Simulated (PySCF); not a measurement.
[Sc(NH2)3], neutral singlet in the gas phase. 

Z-matrix (Å, degrees):
```
Sc
N 1 1.9921
H 2 1.0294 1 127.08
H 2 1.0295 3 106.38 1 179.82
N 1 1.9922 2 119.83 3 179.80
H 5 1.0294 1 127.01 2 179.94
H 5 1.0295 6 106.38 1 179.82
N 1 1.9924 2 120.06 3 -0.17
H 8 1.0294 1 126.91 2 179.96
H 8 1.0295 9 106.39 1 179.88
```
Charge 0, spin multiplicity 1.

All levels are single points at this geometry (BP86-D3(BJ)/def2-SVP); Pople sets use spherical d functions. Orbital energies aren't observables, and empty levels follow the basis.

HF/6-31G* (LANL2DZ on Sc) in PySCF gives HOMO (eV) = -9.78.

Estimate the HOMO (eV) from each of these levels: PBE-D3(BJ)/def2-TZVP in PySCF; TPSSh-D3(BJ)/def2-TZVP in PySCF; B3LYP/6-31G* (LANL2DZ on Sc) in PySCF; HF/3-21G in PySCF; HF/STO-3G in PySCF.


```tsv
level	HOMO (eV)
PBE-D3(BJ)/def2-TZVP in PySCF	-5.19
TPSSh-D3(BJ)/def2-TZVP in PySCF	-5.77
B3LYP/6-31G* (LANL2DZ on Sc) in PySCF	-6.08
HF/3-21G in PySCF	-9.48
HF/STO-3G in PySCF	-7.78
```
